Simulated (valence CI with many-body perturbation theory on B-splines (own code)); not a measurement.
**Nd XXVIII: calculated level list**

Calculated by relativistic CI+MBPT: five valence electrons over a frozen Dirac-Fock core [Ar] 3d10, radial functions for each j: 11 s, 11 p, 10 d, 8 f, 5 g, 2 h, with the one-electron correlation potential Σ1, the two-electron term Σ2, the three-electron term Σ3, Breit, model QED; selected CI, second order for the rest, scaled by the run's own slope (own B-spline code, finite nucleus).

The last digits are not significant, and no measured levels were compared; by estimate large intervals hold to a few tenths of a per cent, small ones and those within an open d or f shell to about a per cent. Among the levels kept, up to 2000 cm⁻¹ of a level comes from second order outside the variational space, and about a tenth of that is noise between levels of different J, which matters for small intervals.

Levels 91 to 135 of 167, with energies above the lowest level, (4s^2 4p1/2^2 4p3/2) J=3/2. "Leading %" is the weight of the configuration and term that name the level; weights of strongly mixed levels are sums over their largest components and can fall short. In the jj column 3d3/2^4 stands for four electrons in 3d with j = 3/2. Lifetimes count E1, E2, E3, M1 and M2 decay at the calculated energies, and are blank where another channel may lead or the interval is too uncertain; long ones can be off by a factor of two.

```csv
No.,Configuration,Term,J,E (cm⁻¹),Leading %,Lifetime,Leading jj
91,4s 4p3 4d,2F°,7/2,1973400,42,4.87 ps,4s 4p1/2 4p3/2^2 4d5/2 (45 %)
92,4s 4p3 4d,4D°,3/2,1978800,28,2.00 ps,4s 4p1/2 4p3/2^2 4d3/2 (46 %)
93,4s 4p3 4d,2D°,5/2,1979500,11,2.62 ps,4s 4p1/2 4p3/2^2 4d5/2 (38 %)
94,4s 4p3 4d,4D°,7/2,1988000,40,4.07 ps,4s 4p1/2 4p3/2^2 4d5/2 (73 %)
95,4s 4p3 4d,4D°,1/2,1989500,43,1.89 ps,4s 4p1/2 4p3/2^2 4d3/2 (72 %)
96,4s 4p3 4d,2F°,5/2,1991000,51,8.22 ps,4s 4p1/2 4p3/2^2 4d5/2 (76 %)
97,4s 4p3 4d,2D°,3/2,2002300,20,3.54 ps,4s 4p1/2 4p3/2^2 4d5/2 (48 %)
98,4s2 4p 4d2,4D°,1/2,2009600,24,2.84 ps,4s 4p1/2 4p3/2^2 4d5/2 (29 %)
99,4s2 4p 4d2,4G°,7/2,2019200,45,6.49 ps,4s^2 4p1/2 4d3/2 4d5/2 (47 %)
100,4s 4p3 4d,2S°,1/2,2023200,25,2.33 ps,4s 4p1/2 4p3/2^2 4d5/2 (26 %)
101,4s 4p3 4d,2D°,5/2,2028000,21,1.77 ps,4s 4p1/2 4p3/2^2 4d3/2 (31 %)
102,4s 4p3 4d,2D°,3/2,2029000,26,2.75 ps,4s 4p1/2 4p3/2^2 4d5/2 (43 %)
103,4s 4p3 4d,2F°,5/2,2034800,17,3.47 ps,4s^2 4p1/2 4d3/2 4d5/2 (31 %)
104,4s2 4p 4d2,4D°,3/2,2036700,16,3.10 ps,4s^2 4p1/2 4d3/2 4d5/2 (40 %)
105,4s2 4p 4d2,2H°,9/2,2041400,32,9.40 ps,4s^2 4p1/2 4d3/2 4d5/2 (54 %)
106,4s 4p3 4d,2F°,5/2,2052000,24,2.89 ps,4s 4p1/2 4p3/2^2 4d5/2 (43 %)
107,4s2 4p 4d2,4D°,1/2,2058100,42,2.36 ps,4s^2 4p1/2 4d3/2^2 (23 %)
108,4s2 4p 4d2,4F°,3/2,2071700,26,1.54 ps,4s^2 4p1/2 4d3/2^2 (55 %)
109,4s2 4p 4d2,4P°,1/2,2077800,22,2.08 ps,4s^2 4p1/2 4d3/2 4d5/2 (36 %)
110,4s 4p3 4d,2P°,3/2,2078900,24,1.98 ps,4s 4p1/2 4p3/2^2 4d5/2 (42 %)
111,4s2 4p 4d2,4G°,9/2,2083000,38,14.8 ps,4s^2 4p1/2 4d5/2^2 (55 %)
112,4s2 4p 4d2,4D°,7/2,2087500,17,6.31 ps,4s^2 4p1/2 4d5/2^2 (49 %)
113,4s2 4p 4d2,4F°,5/2,2102000,18,1.90 ps,4s^2 4p1/2 4d3/2 4d5/2 (57 %)
114,4s2 4p2 4f,4G°,7/2,2114800,17,2.13 ps,4s^2 4p1/2 4d3/2 4d5/2 (39 %)
115,4s 4p3 4d,4F°,9/2,2116700,39,13.2 ps,4s 4p3/2^3 4d5/2 (71 %)
116,4s2 4p 4d2,4D°,3/2,2118000,37,2.10 ps,4s^2 4p1/2 4d3/2 4d5/2 (40 %)
117,4s 4p3 4d,4P°,5/2,2124800,23,6.29 ps,4s 4p3/2^3 4d5/2 (55 %)
118,4s 4p3 4d,2S°,1/2,2133900,32,1.71 ps,4s 4p3/2^3 4d3/2 (35 %)
119,4s 4p3 4d,2P°,3/2,2133900,25,1.82 ps,4s 4p3/2^3 4d3/2 (43 %)
120,4s2 4p 4d2,4D°,5/2,2134100,21,2.65 ps,4s^2 4p1/2 4d5/2^2 (23 %)
121,4s2 4p2 4f,2H°,11/2,2136000,46,14.5 ps,4s^2 4p1/2 4p3/2 4f7/2 (80 %)
122,4s2 4p2 4f,2G°,7/2,2139500,39,2.14 ps,4s^2 4p1/2 4p3/2 4f5/2 (59 %)
123,4s2 4p2 4f,4G°,9/2,2140300,40,3.06 ps,4s^2 4p1/2 4p3/2 4f7/2 (65 %)
124,4s2 4p2 4f,2G°,7/2,2142900,15,7.55 ps,4s^2 4p1/2 4p3/2 4f7/2 (43 %)
125,4s2 4p 4d2,4P°,3/2,2146000,38,1.91 ps,4s^2 4p1/2 4d5/2^2 (31 %)
126,4s2 4p2 4f,2D°,5/2,2147300,14,2.22 ps,4s^2 4p1/2 4p3/2 4f5/2 (45 %)
127,4s2 4p2 4f,4F°,3/2,2151800,54,2.93 ps,4s^2 4p1/2 4p3/2 4f5/2 (74 %)
128,4s2 4p2 4f,2F°,5/2,2153300,13,2.90 ps,4s 4p3/2^3 4d3/2 (44 %)
129,4s2 4p2 4f,4G°,7/2,2154300,16,2.35 ps,4s^2 4p1/2 4p3/2 4f7/2 (17 %)
130,4s2 4p2 4f,2G°,9/2,2161700,40,2.92 ps,4s^2 4p1/2 4p3/2 4f7/2 (54 %)
131,4s2 4p2 4f,4F°,5/2,2167900,20,2.38 ps,4s^2 4p1/2 4p3/2 4f5/2 (27 %)
132,4s 4p3 4d,2F°,7/2,2176300,34,2.97 ps,4s 4p3/2^3 4d5/2 (33 %)
133,4s2 4p2 4f,2P°,1/2,2177600,29,2.45 ps,4s^2 4p1/2 4p3/2 4f5/2 (50 %)
134,4s2 4p2 4f,4D°,3/2,2183100,22,2.49 ps,4s^2 4p1/2 4p3/2 4f5/2 (36 %)
135,4s2 4p2 4f,2F°,7/2,2183900,22,2.23 ps,4s^2 4p1/2 4p3/2 4f5/2 (26 %)
```

Where two levels of one J and parity lie close, their mixing, g and order are uncertain.
